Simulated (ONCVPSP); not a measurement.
## Before and after: ONCV potential for nitrogen (N)

ONCVPSP 4.0.1 input, shortened (lines: element, Z, core and valence counts, functional; n l f; lmax; l rc ep ncon nbas qcut; lloc lpopt rc5 dvloc0; l nproj debl; icmod fcfact rcfact), PBEsol, scalar-relativistic:

```
  N 7.00    0    3  -116133      upf
    1    0    2.00
    2    0    2.00
    2    1    2.75
    1
    0    0.40    0.00    4    9   30.80
    1    1.70    0.00    4    9    7.30
    4    5    0.40    6.00
    0    2    0.60
    1    2    3.20
    0    0.00    0.00
```

Change: s: qcut 24.2; p: qcut 5.7.

Cutoffs: the cutoffs (Ha) at which the residual kinetic energy of the hardest occupied pseudo-wave falls to 1 and 0.1 mHa per electron; they do not see the model core or the augmentation charge, which bear on the density cutoff. Errors are all-electron minus pseudo energies relative to the spin-unpolarised reference configuration.

Q: What does the change do?

A: The potential gets neither clearly harder nor softer (369 Ha and 419 Ha → 292 Ha and 1327 Ha); of the 4 tests that both files solve, the error grows in 4 and shrinks in 0 by more than 15 % and 0.3 meV (median size 123.0 → 200.5 meV); the range in which the p phases agree narrows (upper end at the end of the scan → 1.6); neither file shows a bound ghost.

```csv
quantity,base,changed
"cutoff, loose",369 Ha,292 Ha
"cutoff, tight",419 Ha,1327 Ha
loose cutoff by channel,"s 369 Ha, p 20 Ha","s 292 Ha, p 17 Ha"
bound ghosts,none,none
GHOST(+) flags under 300 eV,none,p at 109.3 eV
"error for 1s2 2s2 2p3, meV [ΔE -2.14 eV]",+1.1,+2.0
"error for 1s2 2s2 2p2, meV [ΔE 11.39 eV]",+21,+36
"error for 1s2 2s2 2p1, meV [ΔE 40.12 eV]",+225,+365
"error for 1s2 2s1 2p0, meV [ΔE 164.52 eV]",+1573,+2422
s: phases at 0.41 bohr within 0.05 rad from the reference energy up to (Ha; the scan ends near 5),to the end of the scan,to the end of the scan
p: phases at 1.73 bohr within 0.05 rad from the reference energy up to (Ha; the scan ends near 5),to the end of the scan,1.6
```
